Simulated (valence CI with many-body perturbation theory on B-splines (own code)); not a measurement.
## Pr⁵²⁺: electric-dipole lines

Method: configuration interaction combined with many-body perturbation theory (CI+MBPT): five valence electrons over a frozen Dirac-Fock core [He], radial functions for each j: 9 s, 9 p, 8 d, 6 f, 3 g, 1 h, with the one-electron correlation potential Σ1 (screened to all orders), the two-electron term Σ2, the three-electron term Σ3, Breit, model QED; selected single and double excitations, second order for the rest (own B-spline code, finite nucleus).

The last digits are not significant, and no measured levels were compared; by estimate large intervals hold to a few tenths of a per cent, small ones and those within an open d or f shell to about a per cent. Among the levels kept, up to 1200 cm⁻¹ of a level comes from second order outside the variational space, and about a tenth of that is noise between levels of different J, which matters for small intervals.

Lines 201 to 250 of 255 in falling wavelength, among levels below 53222 × 10³ cm⁻¹, chosen from the strongest by gf and those to the six lowest levels. Wavelengths and rates use the calculated energies. Electric multipoles are in the length gauge, E1 and E2 with the static RPA response of the core. Weak lines are less certain than strong ones. Lines between different terms over intervals too small for the method are left out, as are lines whose strength nearly cancels. The highest levels of a list are the least certain.

Levels are named by their leading jj configuration (3d3/2^4 stands for four electrons in 3d with j = 3/2), which in mixed levels can hold well under half, so a name can repeat and another be missing. Letters in brackets count levels of one name in rising energy.

```csv
λ vac (Å),Upper,Lower,A (s⁻¹),S (a.u.)
2.107,(2s^2 2p1/2 2p3/2 3d5/2) J=7/2 [b],(2s^2 2p1/2 2p3/2^2) J=5/2,8.82e+14,3.26e-02
2.107,(2s^2 2p1/2 2p3/2 3d5/2) J=5/2 [a],(2s^2 2p1/2 2p3/2^2) J=3/2,4.06e+14,1.13e-02
2.106,(2s^2 2p1/2 2p3/2 3d5/2) J=3/2 [b],(2s^2 2p1/2 2p3/2^2) J=5/2,6.41e+13,1.18e-03
2.104,(2s 2p1/2^2 2p3/2 3p1/2) J=1/2,(2s^2 2p1/2 2p3/2^2) J=3/2,1.96e+13,1.80e-04
2.104,(2s 2p1/2^2 2p3/2 3p1/2) J=3/2 [b],(2s^2 2p1/2 2p3/2^2) J=3/2,2.12e+13,3.90e-04
2.102,(2s^2 2p1/2 2p3/2 3d5/2) J=5/2 [b],(2s^2 2p1/2 2p3/2^2) J=3/2,5.12e+14,1.41e-02
2.098,(2s^2 2p1/2 2p3/2 3d5/2) J=3/2 [b],(2s^2 2p1/2 2p3/2^2) J=3/2,1.10e+13,2.01e-04
2.097,(2s^2 2p1/2 2p3/2 3d5/2) J=1/2,(2s^2 2p1/2 2p3/2^2) J=3/2,4.24e+13,3.86e-04
2.096,(2s 2p1/2^2 2p3/2 3p3/2) J=3/2 [a],(2s^2 2p1/2 2p3/2^2) J=1/2,8.17e+11,1.48e-05
2.089,(2s 2p1/2^2 2p3/2 3p3/2) J=1/2 [a],(2s^2 2p1/2 2p3/2^2) J=1/2,1.01e+11,9.10e-07
2.085,(2s 2p1/2^2 2p3/2 3p3/2) J=7/2,(2s^2 2p1/2 2p3/2^2) J=5/2,2.26e+12,8.09e-05
2.083,(2s 2p1/2^2 2p3/2 3p3/2) J=3/2 [a],(2s^2 2p1/2 2p3/2^2) J=5/2,4.54e+11,8.10e-06
2.078,(2s 2p1/2^2 2p3/2 3p3/2) J=5/2 [a],(2s^2 2p1/2 2p3/2^2) J=5/2,1.24e+12,3.29e-05
2.075,(2s 2p1/2^2 2p3/2 3p3/2) J=3/2 [a],(2s^2 2p1/2 2p3/2^2) J=3/2,3.34e+12,5.89e-05
2.071,(2s 2p1/2^2 2p3/2 3p3/2) J=5/2 [a],(2s^2 2p1/2 2p3/2^2) J=3/2,4.70e+12,1.24e-04
2.069,(2s 2p1/2^2 2p3/2 3p3/2) J=1/2 [a],(2s^2 2p1/2 2p3/2^2) J=3/2,3.48e+11,3.04e-06
2.068,(2s 2p1/2^2 2p3/2 3p3/2) J=3/2 [b],(2s^2 2p1/2 2p3/2^2) J=1/2,1.21e+12,2.12e-05
2.067,(2s 2p1/2^2 2p3/2 3p3/2) J=1/2 [b],(2s^2 2p1/2 2p3/2^2) J=1/2,4.16e+12,3.63e-05
2.065,(2s^2 2p3/2^2 3s) J=3/2,(2s^2 2p1/2 2p3/2^2) J=1/2,2.81e+11,4.89e-06
2.063,(2s^2 2p1/2 2p3/2 3s) J=3/2 [a],(2s^2 2p1/2^2 2p3/2) J=3/2,1.21e+13,2.10e-04
2.060,(2s 2p1/2^2 2p3/2 3p3/2) J=5/2 [b],(2s^2 2p1/2 2p3/2^2) J=5/2,5.64e+11,1.46e-05
2.060,(2s^2 2p1/2 2p3/2 3s) J=1/2,(2s^2 2p1/2^2 2p3/2) J=3/2,1.80e+13,1.55e-04
2.056,(2s^2 2p1/2 2p3/2 3s) J=5/2,(2s^2 2p1/2^2 2p3/2) J=3/2,1.50e+13,3.87e-04
2.055,(2s^2 2p3/2^2 3s) J=5/2,(2s^2 2p1/2 2p3/2^2) J=5/2,7.74e+12,1.99e-04
2.055,(2s^2 2p1/2 2p3/2 3s) J=3/2 [b],(2s^2 2p1/2^2 2p3/2) J=3/2,1.11e+13,1.89e-04
2.053,(2s 2p1/2^2 2p3/2 3p3/2) J=5/2 [b],(2s^2 2p1/2 2p3/2^2) J=3/2,5.05e+12,1.29e-04
2.052,(2s^2 2p3/2^2 3s) J=3/2,(2s^2 2p1/2 2p3/2^2) J=5/2,1.81e+13,3.10e-04
2.051,(2s^2 2p3/2^2 3s) J=1/2,(2s^2 2p1/2 2p3/2^2) J=1/2,1.76e+13,1.50e-04
2.049,(2s 2p1/2^2 2p3/2 3p3/2) J=3/2 [b],(2s^2 2p1/2 2p3/2^2) J=3/2,1.29e+12,2.18e-05
2.048,(2s^2 2p3/2^2 3s) J=5/2,(2s^2 2p1/2 2p3/2^2) J=3/2,4.50e+12,1.14e-04
2.048,(2s 2p1/2^2 2p3/2 3p3/2) J=1/2 [b],(2s^2 2p1/2 2p3/2^2) J=3/2,1.10e+12,9.30e-06
2.045,(2s^2 2p3/2^2 3s) J=3/2,(2s^2 2p1/2 2p3/2^2) J=3/2,3.12e+12,5.27e-05
2.031,(2s^2 2p3/2^2 3s) J=1/2,(2s^2 2p1/2 2p3/2^2) J=3/2,6.18e+11,5.12e-06
1.966,(2s 2p1/2^2 2p3/2 3p1/2) J=3/2 [a],(2s^2 2p1/2^2 2p3/2) J=3/2,1.65e+14,2.48e-03
1.966,(2s 2p1/2^2 2p3/2 3p1/2) J=5/2,(2s^2 2p1/2^2 2p3/2) J=3/2,3.42e+14,7.70e-03
1.963,(2s^2 2p1/2 2p3/2 3d3/2) J=3/2 [a],(2s^2 2p1/2^2 2p3/2) J=3/2,5.36e+13,8.01e-04
1.962,(2s^2 2p1/2 2p3/2 3d3/2) J=5/2 [a],(2s^2 2p1/2^2 2p3/2) J=3/2,2.35e+12,5.26e-05
1.962,(2s^2 2p1/2 2p3/2 3d3/2) J=1/2 [a],(2s^2 2p1/2^2 2p3/2) J=3/2,1.85e+13,1.38e-04
1.954,(2s^2 2p1/2 2p3/2 3d3/2) J=5/2 [b],(2s^2 2p1/2^2 2p3/2) J=3/2,4.64e+14,1.03e-02
1.954,(2s^2 2p1/2 2p3/2 3d3/2) J=3/2 [b],(2s^2 2p1/2^2 2p3/2) J=3/2,5.86e+14,8.63e-03
1.952,(2s^2 2p1/2 2p3/2 3d3/2) J=1/2 [b],(2s^2 2p1/2^2 2p3/2) J=3/2,8.27e+14,6.07e-03
1.947,(2s^2 2p1/2 2p3/2 3d5/2) J=3/2 [a],(2s^2 2p1/2^2 2p3/2) J=3/2,4.60e+13,6.71e-04
1.946,(2s^2 2p1/2 2p3/2 3d5/2) J=5/2 [a],(2s^2 2p1/2^2 2p3/2) J=3/2,3.72e+13,8.11e-04
1.944,(2s 2p1/2^2 2p3/2 3p1/2) J=3/2 [b],(2s^2 2p1/2^2 2p3/2) J=3/2,4.11e+12,5.96e-05
1.942,(2s^2 2p1/2 2p3/2 3d5/2) J=5/2 [b],(2s^2 2p1/2^2 2p3/2) J=3/2,1.52e+13,3.30e-04
1.939,(2s^2 2p1/2 2p3/2 3d5/2) J=3/2 [b],(2s^2 2p1/2^2 2p3/2) J=3/2,4.56e+11,6.57e-06
1.938,(2s^2 2p1/2 2p3/2 3d5/2) J=1/2,(2s^2 2p1/2^2 2p3/2) J=3/2,1.47e+12,1.05e-05
1.919,(2s 2p1/2^2 2p3/2 3p3/2) J=3/2 [a],(2s^2 2p1/2^2 2p3/2) J=3/2,1.27e+14,1.77e-03
1.915,(2s 2p1/2^2 2p3/2 3p3/2) J=5/2 [a],(2s^2 2p1/2^2 2p3/2) J=3/2,1.17e+14,2.44e-03
1.914,(2s 2p1/2^2 2p3/2 3p3/2) J=1/2 [a],(2s^2 2p1/2^2 2p3/2) J=3/2,2.20e+14,1.53e-03
```
